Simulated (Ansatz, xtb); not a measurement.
## Two isomers of C2H9BGeSi

We compare X, `[BH2][Ge@@H]([SiH3])[CH]=C`, a singlet, with Y, `B[Si@@H]([GeH3])C=C`, a singlet. Both are isolated molecules in the gas phase, relaxed with PBE0-D3(BJ)/def2-SVP; each stands in its lowest conformer found.

Quicker runs give these differences E(Y) − E(X): GFN2-xTB +6.16 kcal/mol; HF/STO-3G +1.42 kcal/mol (at GFN2-xTB geometries); r2SCAN-D4/def2-SVP −0.88 kcal/mol (at GFN2-xTB geometries).

Task: Estimate which is lower in electronic energy at CCSD(T)/def2-SVP + ΔMP2/def2-TZVPP, and by roughly how much.

Result: Too close to call at this level: CCSD(T)/def2-SVP + ΔMP2/def2-TZVPP gives E(Y) − E(X) = −0.19 kcal/mol.

Level by level:

| level | geometry | E(Y) − E(X) (kcal/mol) | departure from the last row (kcal/mol) | job, with rough time for the two |
| --- | --- | --- | --- | --- |
| GFN2-xTB | GFN2-xTB | +6.16 | +6.35 | optimisation, 0.4 s |
| HF/STO-3G | GFN2-xTB | +1.42 | +1.62 | single point, 0.44 s |
| r2SCAN-D4/def2-SVP | GFN2-xTB | −0.88 | −0.69 | single point, 3 s |
| PBE0-D3(BJ)/def2-SVP | PBE0-D3(BJ)/def2-SVP | −2.78 | −2.59 | optimisation, 80 s |
| HF/def2-SVP | PBE0-D3(BJ)/def2-SVP | −1.30 | −1.10 | part of the CCSD(T) run |
| MP2/def2-SVP | PBE0-D3(BJ)/def2-SVP | −1.18 | −0.99 | part of the CCSD(T) run |
| CCSD(T)/def2-SVP | PBE0-D3(BJ)/def2-SVP | −1.67 | −1.48 | single point |
| CCSD(T)/def2-SVP + ΔMP2/def2-TZVPP | PBE0-D3(BJ)/def2-SVP | −0.19 |  | single point, 38 s |

As drawn, Y has 1 B–Si, 1 C–Si, 2 Ge–H in place of 1 B–Ge, 1 C–Ge, 2 Si–H.

The largest departure from CCSD(T)/def2-SVP + ΔMP2/def2-TZVPP is that of GFN2-xTB, 6.35 kcal/mol. A small imaginary or near-zero mode remains, so no thermal terms are given. The last row adds to CCSD(T) the change of the MP2 difference between the two basis sets, here +1.48 kcal/mol.

The correlated steps freeze 17 core orbitals; the filled d shell of Ge is correlated, in a basis made for valence electrons. Programs: Ansatz 0.2.0, xtb 6.7.1; the last row on 2 threads of Intel(R) Xeon(R) 6975P-C (Granite Rapids) on a shared host.
